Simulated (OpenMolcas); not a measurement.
# Multiconfigurational calculation on As3+

Input:

```
&GATEWAY
Coord
1

As 0.0 0.0 0.0
Basis=ANO-RCC-MB
Group=XYZ
NoMove
AngMom=0.0 0.0 0.0
AMFI
&SEWARD
&RASSCF
FileOrb=start.orb
Symmetry=1
Spin=3
nActEl=2 0 0
Inactive=8 6
Ras2=1 3
CIRoot=3 3 1
SDav=3
CIMx=300
Iter=120 100
PrWF=0.3
OrbListing=Nothing
MaxOrb=0
Atom
>>> COPY $Project.JobIph JOB001
&RASSCF
FileOrb=start.orb
Symmetry=1
Spin=1
nActEl=2 0 0
Inactive=8 6
Ras2=1 3
CIRoot=7 7 1
SDav=7
CIMx=300
Iter=120 100
PrWF=0.3
OrbListing=Nothing
MaxOrb=0
Atom
>>> COPY $Project.JobIph JOB002
&RASSCF
FileOrb=start.orb
Symmetry=2
Spin=3
nActEl=2 0 0
Inactive=8 6
Ras2=1 3
CIRoot=3 3 1
SDav=3
CIMx=300
Iter=120 100
PrWF=0.3
OrbListing=Nothing
MaxOrb=0
Atom
>>> COPY $Project.JobIph JOB003
&RASSCF
FileOrb=start.orb
Symmetry=2
Spin=1
nActEl=2 0 0
Inactive=8 6
Ras2=1 3
CIRoot=3 3 1
SDav=3
CIMx=300
Iter=120 100
PrWF=0.3
OrbListing=Nothing
MaxOrb=0
Atom
>>> COPY $Project.JobIph JOB004
&RASSI
NrOfJobIphs=4 3 7 3 3
1 2 3
1 2 3 4 5 6 7
1 2 3
1 2 3
IphNames
JOB001
JOB002
JOB003
JOB004
EJob
SpinOrbit
DIPRint=1.0
SOCoupling=1000.0
Subsets=2
MEES
Property=10
'ANGMOM' 1 'ANGMOM' 2 'ANGMOM' 3 'MLTPL  1' 1 'MLTPL  1' 2 'MLTPL  1' 3
'AMFI' 1 'AMFI' 2 'AMFI' 3 'MLTPL  2' 6
SOProperty=3
'ANGMOM' 1 'ANGMOM' 2 'ANGMOM' 3
```

Launched by
```bash
OMP_NUM_THREADS=1 MOLCAS_MEM=1689 MOLCAS_PROJECT=a pymolcas a.inp > a.log  # once for each step of the input, in one work folder
```

A driver script runs the steps one by one and writes start.orb anew before each from the orbitals found so far.

Output, cut to the results:

```
--- SEWARD ---
Basis set label: AS.ANO-RCC...4S3P1D.

      Electronic valence basis set:
      ------------------
      Associated Effective Charge  33.000000 au
      Associated Actual Charge     33.000000 au
      Nuclear Model: Point charge

      Shell  nPrim  nBasis  Cartesian Spherical Contaminant
         s      20       4        X
         p      17       3        X
         d      11       1                 X
                  Relativistic Douglas-Kroll-Hess integrals:
                    - DKH order of Hamiltonian: 2
                    - DKH order of Properties : 0
                  Atomic mean-field integrals
--- RASSCF ---
Wave function specifications:
      -----------------------------

      Number of closed shell electrons          28
      Number of electrons in active shells       2
      Max number of holes in RAS1 space          0
      Max nr of electrons in RAS3 space          0
      Number of inactive orbitals               14
      Number of active orbitals                  4
      Number of secondary orbitals               0
      Spin quantum number                      1.0
      State symmetry                             1
Orbital specifications:
      -----------------------

      Symmetry species                           1   2
                                                ag  au
      Frozen orbitals                            0   0
      Inactive orbitals                          8   6
      Active orbitals                            1   3
      RAS1 orbitals                              0   0
      RAS2 orbitals                              1   3
      RAS3 orbitals                              0   0
      Secondary orbitals                         0   0
      Deleted orbitals                           0   0
      Number of basis functions                  9   9
      Number of CSFs                             3
      Number of root(s) required                 3
      Iter CI   SX   CI       RASSCF       Energy    max ROT     max BLB   max BLB  Level Ln srch  Step   QN
          iter iter root      energy       change     param      element    value   shift minimum  type update
 Nr of preliminary CI iterations:   1
 ###############################################################################
 ###############################################################################
 ###                                                                         ###
 ###                                                                         ###
 ###    WARNING: Problems in orbital optimization.                           ###
 ###                                                                         ###
 ###                                                                         ###
 ###############################################################################
 ###############################################################################
  Warning: In symmetry  1, orbital p=   9 has diagonal density matrix element D(p,p) close to zero. D(p,p)=  0.000000E+00
      Total energies have been shifted. Add                -2000.00 au
        ...
 ###############################################################################
 ###############################################################################
  Warning: In symmetry  1, orbital p=   9 has diagonal density matrix element D(p,p) close to zero. D(p,p)=  0.000000E+00
        4   1    1    0  -255.98722598   -4.55E-13   0.00E+00    2   9 1  4.72E-09   0.00   0.00    SX    NO
      Convergence after  4 iterations
        5   1    1    0  -255.98722598   -1.36E-12   0.00E+00    2   9 1  4.72E-09   0.00   0.00    SX    NO
      Natural orbitals and occupation numbers for root  1
      sym 1:   0.000000
      sym 2:   1.000000   1.000000  -0.000000
      Natural orbitals and occupation numbers for root  2
      sym 1:   0.000000
      sym 2:   1.000000   0.000000   1.000000
      Natural orbitals and occupation numbers for root  3
      sym 1:   0.000000
      sym 2:   0.000000   1.000000   1.000000
::    RASSCF root number  1 Total energy:  -2255.98722598
::    RASSCF root number  2 Total energy:  -2255.98722598
::    RASSCF root number  3 Total energy:  -2255.98722598
--- RASSCF ---
Wave function specifications:
      -----------------------------

      Number of closed shell electrons          28
      Number of electrons in active shells       2
      Max number of holes in RAS1 space          0
...
--- RASSI ---
SPIN-FREE ENERGIES:
  (Shifted by EMIN (a.u.) =      -2256.8874014587)

 SF State       Relative EMIN(au)   Rel lowest level(eV)    D:o, cm**(-1)      L_eff

     4             0.0000000000        0.0000000000              0.0000         0.0
    11             0.3853896892       10.4869876880          84583.2600         1.0
    12             0.3853896892       10.4869876880          84583.2600         1.0
    13             0.3853896892       10.4869876880          84583.2600         1.0
    14             0.5551389141       15.1060994108         121838.9085         1.0
    15             0.5551389141       15.1060994108         121838.9085         1.0
    16             0.5551389141       15.1060994108         121838.9085         1.0
     2             0.9001754816       24.4950227195         197565.6820         1.0
     3             0.9001754816       24.4950227195         197565.6820         1.0
     1             0.9001754816       24.4950227195         197565.6820         1.0
     8             0.9439668658       25.6866469888         207176.7799         2.0
     9             0.9439668658       25.6866469888         207176.7799         2.0
     5             0.9439668658       25.6866469888         207176.7799         2.0
     6             0.9439668658       25.6866469888         207176.7799         2.0
     7             0.9439668658       25.6866469888         207176.7799         2.0
    10             1.0310431355       28.0561129975         226287.8121         0.0
     Dipole printing threshold changed to   1.00000000E+00

++ Dipole transition strengths (spin-free states):
   -----------------------------------------------
     for osc. strength at least  1.00000000E+00

  ( Max oscillator strength is only   0.91992983042610155      )
--
Eigenvalues of complex Hamiltonian:
   -----------------------------------
  (Shifted by EMIN (a.u.) =      -2256.8874014587)

...
```

Levels above the lowest, from the spin-orbit matrix, grouped by J:

```tsv
Configuration	Term	J	E (cm-1)	Measured (cm-1)	g	Term weight %
4s2	1S	0	0.0	0.0		100
4s 4p	3P*	0	83414			100
4s 4p	3P*	1	83981	76962	1.501	100
4s 4p	3P*	2	85168	79492	1.501	100
4s 4p	1P*	1	121857	112022	1.000	100
4p2	3P	0	196322			100
4p2	3P	1	196988	181468	1.501	100
4p2	3P	2	198070	184394	1.497	99
4p2	1D	2	207251		1.004	99
4p2	1S	0	226376	211683		100
```

Against the 6 measured excited levels shown (Moore, Atomic Energy Levels, vol. II, NSRDS-NBS 35 (1971 reprint of NBS Circular 467, 1952)) the mean absolute deviation is 11000 cm-1; the largest miss in energy is 4p2 3P1: computed 196988, measured 181468 cm-1 (+8.6 %).

The ¹D term of p² mixes with s d, which this space lacks. The basis is small and was not contracted for so high a charge. Computed and measured levels are paired by configuration, term and J; levels that our copy of the source lacks, or whose pairing is in doubt (as where it misses far off the trend of its configuration), stay unpaired and out of the deviations. Levels of configurations outside the active space are missing.

The term weight is that of the spin-free term in the level, not the purity of its configuration. * marks odd parity.
